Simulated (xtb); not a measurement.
Ga(H)2(SiH3) (GaH₅Si), SMILES [SiH3][GaH2]. All values are semi-empirical tight-binding results from xtb (GFN2-xTB unless named), good for trends rather than for accurate numbers. Geometry optimised at GFN2-xTB.

For metal compounds this method's bond lengths and energies can be far off.

The orbital gap is 4.02 eV and the zero-point energy is 20.2 kcal/mol. The G − E(el) at 298.15 K (modified RRHO) is 2.1 kcal/mol.
